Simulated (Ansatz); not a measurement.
What each rung costs, and what it gives

Saddle point of Si$_{4}$H$_{12}$ClOF, singlet (Si₄H₉F ([F][Si]([SiH3])([SiH3])[SiH3]) + HCl + H₂O → Si₃H₆ClF ([F][Si]([SiH3])([SiH3])[Cl]) + SiH₄ + H₂O; bonds formed: Si1–Cl7, Si2–H8, H6–O9; bonds broken: Si1–Si2, H6–Cl7, H8–O9), PBE0-D4/def2-TZVP structure:

```
19
angstrom
Si -0.6678 -0.0943 -0.3049
Si 1.2578 1.1591 -1.3044
Si -1.9709 -0.0662 1.6376
Si -0.2935 -2.0764 -1.4865
F -1.5350 0.8698 -1.3311
H 1.2238 0.5582 1.8641
Cl 0.9692 -1.2736 1.3323
H 0.6492 1.1743 0.4275
O 1.1123 1.5340 1.6088
H 2.6185 0.7387 -0.8923
H 0.9165 0.6254 -2.6429
H 1.1569 2.6419 -1.3065
H -3.2574 0.6316 1.3608
H -2.2432 -1.4819 1.9887
H -1.2834 0.6183 2.7586
H -0.7468 -3.2264 -0.6660
H 1.1535 -2.2035 -1.7978
H -1.0546 -2.0445 -2.7677
H 1.9950 1.9158 1.5218
```

Barriers are electronic and count from the start structure reached by relaxing down the imaginary mode.

Computed with Ansatz 0.2.0 (basis: as named in each row); correlated methods freeze the cores. B3LYP uses VWN-RPA correlation. Extrapolation: Hartree–Fock as exp(−7.88 √X), correlation as X^−2.97.

Times are rough, for one single point on 4 threads of a shared host (AMD EPYC 7R13), with one NVIDIA H100 (or a share of it) where marked.

The estimate by CCSD(T) at an estimated basis limit (MP2 extrapolated from triple and quadruple zeta, plus CCSD(T) − MP2 in triple zeta) is 155.5 kJ/mol.

| method | basis | time (s) | barrier (kJ/mol) | method less estimate |
| --- | --- | --- | --- | --- |
| HF | STO-3G | under 1 | 326.9 | 171.4 |
| PBE-D4 | STO-3G | under 1 | 126.9 | -28.6 |
| SPW92 | def2-SVP | 1 | 75.4 | -80.1 |
| B3LYP-D4 | 6-31G | 2 | 160.3 | 4.9 |
| PBE-D4 | def2-SVP | 2 | 111.2 | -44.2 |
| PBE0-D4 | def2-SVP | 4 | 134.0 | -21.5 |
| SPW92 | def2-TZVPP | 6 (H100) | 78.5 | -77.0 |
| r2SCAN-D4 | def2-TZVPP | 6 (H100) | 125.1 | -30.4 |
| r2SCAN0-D4 | def2-TZVPP | 6 (H100) | 140.7 | -14.7 |
| PBE-D4 | def2-TZVPP | 6 (H100) | 114.8 | -40.6 |
| CCSD(T) | def2-SVP | 8 (H100) | 188.6 | 33.1 |
| BLYP-D4 | def2-TZVPP | 8 (H100) | 136.2 | -19.3 |
| CAM-B3LYP-D4 | def2-TZVPP | 8 (H100) | 160.0 | 4.5 |
| wB97X-V | def2-TZVPP | 8 (H100) | 157.4 | 2.0 |
| wB97M-V | def2-TZVPP | 8 (H100) | 146.4 | -9.1 |
| PBE-QIDH | def2-TZVPP | 8 (H100) | 148.8 | -6.6 |
| RPA on PBE | def2-TZVPP | 9 (H100) | 163.6 | 8.2 |
| B97M-V | def2-TZVPP | 10 (H100) | 150.6 | -4.9 |
| B3LYP-D4 | def2-TZVPP | 10 (H100) | 151.9 | -3.5 |
| B2PLYP | def2-TZVPP | 10 (H100) | 160.0 | 4.5 |
| MP2 | def2-QZVPP | 11 (H100) | 145.6 | -9.9 |
| PBE0-D4 | def2-TZVPP | 11 (H100) | 135.2 | -20.3 |
| wB97M-V | def2-SVP | 12 | 144.9 | -10.6 |
| BHLYP-D4 | def2-TZVPP | 13 (H100) | 175.8 | 20.3 |
| CCSD(T) | def2-TZVPP | 43 (H100) | 164.1 | 8.6 |

All methods are single points on the PBE0-D4 structures.

The T1 diagnostic stays at or below 0.014.

Labels in which every atom is bracketed show which atoms are joined, not bond orders.
